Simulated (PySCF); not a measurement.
**Sb⁺ (antimony, charge +1) across methods**

[Kr] 4d10 5s2 5p2, high-spin 3P determinant. Computed with PySCF 2.14 in ANO-RCC-VTZP (7s6p4d2f1g, 68 functions), with scalar relativity by spin-free X2C-1e. The B2PLYP total includes its PT2 part (frozen core); its orbital energies are those of the SCF part.

```tsv
method	E (hartree)	mean ε 5s α (eV)	mean ε 5s β (eV)	mean ε 5p α (eV)	Σ⟨r²⟩ (bohr²)	⟨S²⟩
UHF	-6477.42902	-26.711	-22.337	-16.422	48.50	2.010
r2SCAN	-6480.20	-21.701	-19.831	-12.978	47.85	2.004
LDA	-6474.00	-21.413	-20.221	-12.677	47.79	2.001
PBE	-6479.78	-21.161	-19.789	-12.603	47.95	2.002
TPSSh	-6479.93	-21.925	-20.017	-13.158	47.92	2.002
PBE0	-6479.86	-22.772	-20.725	-13.730	47.91	2.003
B2PLYP	-6479.51	-24.184	-21.515	-14.593	48.14	2.004
```

(1) Estimate the same row for wB97X.

Results:

(1) E (hartree) = -6480.43; mean ε 5s α (eV) = -25.362; mean ε 5s β (eV) = -23.499; mean ε 5p α (eV) = -15.777; Σ⟨r²⟩ (bohr²) = 47.91; ⟨S²⟩ = 2.002.
